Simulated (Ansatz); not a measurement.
Geometry optimisation, RKS PBE0-D4/def2-SVP (Ansatz 0.2.0).

The input (input.yaml):

```yaml
crystal:
  periodic: [false, false, false]
  atoms:
    - { symbol: C, position_ang: [-1.8713, -0.2304, 0.3154] }
    - { symbol: O, position_ang: [-1.1443, -0.6858, -0.7535] }
    - { symbol: Ge, position_ang: [0.484, -0.9888, -0.1308] }
    - { symbol: C, position_ang: [1.5671, 0.7013, 0.0309] }
    - { symbol: O, position_ang: [1.5373, 1.327, -1.225] }
    - { symbol: H, position_ang: [-1.5158, 0.7948, 0.6817] }
    - { symbol: H, position_ang: [-1.9773, -0.9273, 1.1304] }
    - { symbol: H, position_ang: [-2.9053, 0.0264, -0.0821] }
    - { symbol: H, position_ang: [1.2749, -1.904, -1.0581] }
    - { symbol: H, position_ang: [0.4506, -1.6777, 1.2944] }
    - { symbol: H, position_ang: [1.0004, 1.3414, 0.818] }
    - { symbol: H, position_ang: [2.5484, 0.4791, 0.381] }
    - { symbol: H, position_ang: [0.5718, 1.7094, -1.3877] }
basis:
  gaussian: { orbitals: def2-SVP }
hamiltonian:
  xc: pbe0
  dispersion: d4
relax:
  f_tol: 0.015
  max_steps: 40
output:
  orbitals: {}
```

Launched with:

```bash
$ ansatz run input.yaml --threads 2 --pin off --max-ram 3072MiB --backend cpu --events-out ev --progress --plain --runs-dir out
```

Task: Where does it end, and by what steps?

Result: The run converged. After 9 steps the energy has fallen by 0.760 eV; H13 moved furthest, 0.61 Å.

| step | energy less start (eV) | largest force component (eV/Å) | accepted |
| --- | --- | --- | --- |
| 0 | 0.0000 | 4.027 | yes |
| 1 | -0.5893 | 1.218 | yes |
| 2 | -0.6985 | 0.427 | yes |
| 3 | -0.7210 | 0.235 | yes |
| 4 | -0.7379 | 0.225 | yes |
| 5 | -0.7449 | 0.503 | yes |
| 6 | -0.6768 | 1.128 | no |
| 7 | -0.7583 | 0.132 | yes |
| 8 | -0.7589 | 0.064 | yes |
| 9 | -0.7597 | 0.013 | yes |

```xyz
13
Properties=species:S:1:pos:R:3
C -1.901 -0.091 0.229
O -0.905 -0.523 -0.655
Ge 0.702 -1.036 -0.018
C 1.573 0.725 0.068
O 1.177 1.433 -1.076
H -1.627 0.841 0.765
H -2.151 -0.851 0.993
H -2.818 0.117 -0.345
H 1.269 -1.955 -1.108
H 0.491 -1.771 1.324
H 1.291 1.237 1.011
H 2.670 0.634 0.072
H 0.250 1.206 -1.246
```

Whether the end is a true minimum wasn't checked by a vibrational analysis.

The run took 40 s on 2 threads of Arm Neoverse V2, with other jobs on the host, peak memory 0.33 GiB.
